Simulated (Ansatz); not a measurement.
Relaxation of BCl2H5OSi (10 atoms, charge 0, multiplicity 1), to a largest force component of 0.03 eV/Å in at most 50 steps.

These are results of Ansatz, RKS BLYP-D4/6-31G*, not measurements.

```xyz
10
Properties=species:S:1:pos:R:3
B 0.160 0.501 -0.420
O -0.057 -0.297 2.049
H -1.019 -0.150 2.182
Cl 1.549 -0.460 -0.959
Cl -1.476 -0.016 -0.937
Si 0.447 2.242 0.466
H 1.533 2.155 1.500
H 0.861 3.300 -0.515
H -0.794 2.717 1.159
H 0.368 0.492 2.477
```

Question: Where does it end, and by what steps?

Answer: It converged. After 13 steps the energy has fallen by 0.177 eV; H10 moved furthest, 0.78 Å. Joined: B1–O2 (2.60 → 1.80 Å).

```json
{"step": "0", "energy less start (eV)": "0.0000", "largest force component (eV/Å)": "0.738", "accepted": "yes"}
{"step": "1", "energy less start (eV)": "-0.0070", "largest force component (eV/Å)": "1.363", "accepted": "yes"}
{"step": "2", "energy less start (eV)": "-0.0351", "largest force component (eV/Å)": "0.990", "accepted": "yes"}
{"step": "3", "energy less start (eV)": "-0.0510", "largest force component (eV/Å)": "0.554", "accepted": "yes"}
{"step": "4", "energy less start (eV)": "-0.0871", "largest force component (eV/Å)": "0.293", "accepted": "yes"}
{"step": "5", "energy less start (eV)": "-0.0955", "largest force component (eV/Å)": "0.242", "accepted": "yes"}
{"step": "6", "energy less start (eV)": "-0.1071", "largest force component (eV/Å)": "0.284", "accepted": "yes"}
{"step": "7", "energy less start (eV)": "-0.1249", "largest force component (eV/Å)": "0.442", "accepted": "yes"}
{"step": "8", "energy less start (eV)": "-0.1450", "largest force component (eV/Å)": "0.397", "accepted": "yes"}
{"step": "9", "energy less start (eV)": "-0.1343", "largest force component (eV/Å)": "0.861", "accepted": "no"}
{"step": "10", "energy less start (eV)": "-0.1687", "largest force component (eV/Å)": "0.253", "accepted": "yes"}
{"step": "11", "energy less start (eV)": "-0.1598", "largest force component (eV/Å)": "0.372", "accepted": "no"}
{"step": "12", "energy less start (eV)": "-0.1762", "largest force component (eV/Å)": "0.123", "accepted": "yes"}
{"step": "13", "energy less start (eV)": "-0.1773", "largest force component (eV/Å)": "0.010", "accepted": "yes"}
```

```xyz
10
Properties=species:S:1:pos:R:3
B 0.114 0.414 0.037
O -0.204 -0.377 1.619
H -0.982 0.065 2.036
Cl 1.597 -0.519 -0.504
Cl -1.453 0.038 -0.838
Si 0.423 2.378 0.497
H 1.569 2.526 1.462
H 0.718 3.214 -0.707
H -0.778 2.961 1.192
H 0.570 -0.216 2.209
```

Time of the run: 57 s on 2 threads of Arm Neoverse N1, on a shared host, peak memory 0.15 GiB.
